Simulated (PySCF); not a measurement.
Species: CH6AlFGe.
Bonds: F1–Al2, Al2–C3, C3–Ge4. Hydrogens: H5 on Al2; H6, H7 on C3; H8, H9, H10 on Ge4.

Computed by this run: PBE0-D3(BJ)/def2-SVP geometry optimisation, gas phase (PySCF 2.14.0); density fitting, grid level 1; the optimiser is geomeTRIC in internal coordinates, started from a GFN2-xTB structure with every atom displaced at random (about 0.01 Å).

Step 1: E = -66942.4180 eV
```
atom  x, y, z in Å  |  force x, y, z in eV/Å
F1      3.1404   -0.2935   -0.9544    0.034   0.084   0.041
Al2     1.7594    0.3346   -0.2572   -0.245  -0.330  -0.130
C3      0.1042   -0.7007   -0.4094    0.208   0.256   0.100
Ge4    -1.4076    0.1854    0.4517   -0.235  -0.144  -0.022
H5      1.8700    1.7182    0.4831    0.077   0.093   0.035
H6     -0.1420   -0.8732   -1.4719    0.021  -0.030   0.023
H7      0.2462   -1.6921    0.0552   -0.005  -0.021  -0.042
H8     -1.6702    1.5568   -0.1938    0.042   0.077  -0.024
H9     -1.1490    0.3906    1.9547    0.088   0.030   0.045
H10    -2.7011   -0.6471    0.3213    0.015  -0.016  -0.025
```

Step 2: E = -66942.4261 eV
```
atom  x, y, z in Å  |  force x, y, z in eV/Å
F1      3.1637   -0.2656   -0.9440   -0.025  -0.023  -0.009
Al2     1.7532    0.3154   -0.2663   -0.066   0.006   0.018
C3      0.1000   -0.6991   -0.4066    0.083   0.069   0.030
Ge4    -1.4179    0.1836    0.4522   -0.094  -0.018   0.015
H5      1.8653    1.7050    0.4766    0.040   0.028   0.007
H6     -0.1453   -0.8755   -1.4680    0.001  -0.034  -0.013
H7      0.2397   -1.6926    0.0541   -0.014  -0.030  -0.025
H8     -1.6630    1.5625   -0.1946    0.020  -0.002   0.007
H9     -1.1336    0.3932    1.9541    0.025   0.008  -0.014
H10    -2.7118   -0.6479    0.3217    0.032  -0.005  -0.017
```

Question: Estimate the geometry and energy of step 3. (The exact step hangs on the optimiser's Hessian estimate; all steps are aligned on step 2, rigid shifts and turns removed.)

Answer: E = -66942.4284 eV, largest force 0.064 eV/Å
```
atom  x, y, z in Å  |  force x, y, z in eV/Å
F1      3.1395   -0.2886   -0.9520    0.026   0.005  -0.004
Al2     1.7500    0.3241   -0.2602    0.019   0.046   0.021
C3      0.1032   -0.6883   -0.4003   -0.055   0.011   0.030
Ge4    -1.4281    0.1794    0.4520   -0.006   0.003   0.005
H5      1.8972    1.7182    0.4764    0.015  -0.028  -0.018
H6     -0.1368   -0.8686   -1.4625    0.008  -0.009  -0.017
H7      0.2446   -1.6843    0.0555    0.000  -0.009  -0.007
H8     -1.6707    1.5605   -0.1935   -0.002  -0.020   0.013
H9     -1.1376    0.3910    1.9532   -0.011   0.000  -0.019
H10    -2.7109   -0.6644    0.3106    0.007   0.001  -0.003
```

The energy changes by -0.0023 eV. The first-order estimate −F·Δx gives -0.0048 eV and the mean of the old and new forces, exact on a quadratic surface, -0.0024 eV. The step makes an angle of 64° with the force vector and moves no atom by more than 0.035 Å.

What follows is the cost of the whole optimisation. Hardware: one thread, Arm Neoverse V2 (aarch64), on a shared host. Cost: 24 s, 0.44 GiB resident at most.
